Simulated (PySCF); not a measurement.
A PySCF script (with the pyscf-properties extension) for the NMR shieldings of `InChI=1S/C4H10OSSi/c1-3-6-7-4-5-2/h3H,1,4,7H2,2H3`, on a GFN2-xTB geometry:

```python
import basis_set_exchange as bse
import numpy as np
from pyscf import gto, dft
from pyscf.prop import nmr

atoms = """
C    -3.222432    0.745117   -0.007980
C    -2.050033    0.151497    0.122677
S    -1.846706   -1.597183   -0.054133
Si    0.196318   -1.882140    0.549036
C     1.380364   -0.764441   -0.447215
O     1.163281    0.551510    0.027067
C     1.983225    1.509674   -0.588282
H    -4.117412    0.186839   -0.219534
H    -3.318927    1.812356    0.094746
H    -1.140106    0.689750    0.330864
H     0.329495   -1.548269    1.962498
H     0.429684   -3.284109    0.232659
H     1.198395   -0.812279   -1.530515
H     2.427945   -1.054643   -0.285688
H     1.719207    2.474518   -0.158894
H     1.817248    1.533354   -1.672787
H     3.043454    1.300480   -0.398032
"""
names = dict.fromkeys(["C", "S", "Si", "O", "H"], "pcSseg-1")
basis = {el: gto.basis.parse(bse.get_basis(n, elements=[el], fmt="nwchem")) for el, n in names.items()}
mol = gto.M(atom=atoms, basis=basis, charge=0, verbose=0)
mf = dft.RKS(mol, xc="PBE0")
mf.grids.level = 2
mf.grids.alignment = dft.numint.BLKSIZE   # the property module wants whole blocks of grid points
mf.conv_tol = 1e-9
mf.kernel()

calc = nmr.RKS(mf)   # GIAO
C = mf.mo_coeff
Co = C[:, mf.mo_occ > 0]
resp = mf.gen_response(singlet=True, hermi=2)
def vind(x):   # induced exchange potential for any number of trial vectors
    d = np.einsum("pi,xij,qj->xpq", C, 2 * x.reshape(-1, C.shape[1], Co.shape[1]), Co, optimize=True)
    return np.einsum("xpq,pi,qj->xij", resp(d - d.transpose(0, 2, 1)), C, Co, optimize=True).ravel()
mo1, _ = nmr.rhf.solve_mo1(calc, with_cphf=vind)
sigma = calc.kernel(mo1)
for i, s in enumerate(sigma):   # ppm
    print("%2d %-2s %9.2f" % (i, mol.atom_pure_symbol(i), np.trace(s) / 3))
```

**Question.** What does it print?

**Answer.** 
```
 0 C      65.95
 1 C      48.07
 2 S     570.08
 3 Si    381.42
 4 C     116.44
 5 O     327.81
 6 C     121.80
 7 H      26.24
 8 H      26.11
 9 H      24.72
10 H      26.65
11 H      27.21
12 H      28.22
13 H      28.32
14 H      27.76
15 H      28.41
16 H      28.44
```

These numbers come from an equivalent density-fitted implementation of the same equations, which agrees with the script to about 0.01 ppm for H and up to a few tenths of a ppm for heavy atoms, so last digits may differ.

**Question.** Turn these shieldings into chemical shifts. Chemical shifts δ = σref − σ; $^{13}$C (σref 186.93) and $^{29}$Si (σref 349.16) and $^{1}$H (σref 31.72) against TMS; $^{33}$S (σref 503.73) vs CS2; H2O for $^{17}$O (σref 336.08), all at this level.

**Answer.** Averaging equivalent atoms: C 1: 138.9; C 0: 121.0; C 4: 70.5; C 6: 65.1; S 2: -66; Si 3: -32.3; O 5: 8.3; H 9: 7.00; H 8: 5.60; H 7: 5.48; H 10/11: 4.79; H 14/15/16: 3.51; H 12/13: 3.45 ppm. Experimental scales use liquid or dissolved standards, which lie at an offset from isolated H2O (liquid H2O: subtract about 36 ppm).

Size and cost of the density-fitted run: 183 basis functions, 68 s wall time on 1 thread of an Arm Neoverse N1, shared host; peak memory 0.75 GiB.
